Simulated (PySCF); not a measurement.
Structure with atom numbers: `[O:1]=[C:2]([F:3])[c:4]1[cH:5][cH:6][c:7]([C:8](=[O:9])[F:10])[cH:11][cH:12]1`. Each H is labelled by its parent atom.

Computed data (PySCF 2.14.0 with density-fitted response routines): σ from GIAO-B97-2/pcSseg-2, PBE0-D3(BJ)/def2-SVP structure. No solvent model, relativity neglected, single conformer, averaged over atoms made equivalent by symmetry, fast rotation or ring inversion.

Scale: ¹³C (σref 183.46), ¹H (σref 31.36) against TMS; ¹⁷O (σref 326.24) vs H2O; ¹⁹F (σref 177.41) against CFCl3 (reference shieldings calculated alike).

```csv
atoms,nucleus,count,δ (ppm)
O1/O9,¹⁷O,2,417.6
H(C5)/H(C6)/H(C11)/H(C12),¹H,4,?
C4/C7,¹³C,2,?
F3/F10,¹⁹F,2,14.4
C5/C6/C11/C12,¹³C,4,139.5
C2/C8,¹³C,2,163.9
```

Question: Fill in the missing shifts.

Answer: 
- C4/C7: 137.9 ppm, substituted aromatic carbon
- H(C5)/H(C6)/H(C11)/H(C12): 8.50 ppm, hydrogen on an aromatic CH; ring current plus the deshielding of an ortho carbonyl group

Shifts are as computed. Against solution values, carbons near 30 ppm lie about +4 ppm off and those near 130 ppm about +7 ppm. Of 1211 compounds with measured shifts, 218 miss one by over three times the rms of a fit or turn the order of signals round; such compounds aren't used in these exercises. Unscaled 19F shifts against computed CFCl3 carry errors that often reach 10 to 50 ppm. Unscaled 17O shifts of doubly bonded oxygen tend to come out too high, by tens of ppm or more. Experimental scales use liquid or dissolved standards, which lie at an offset from isolated H2O (liquid H2O: subtract about 36 ppm).
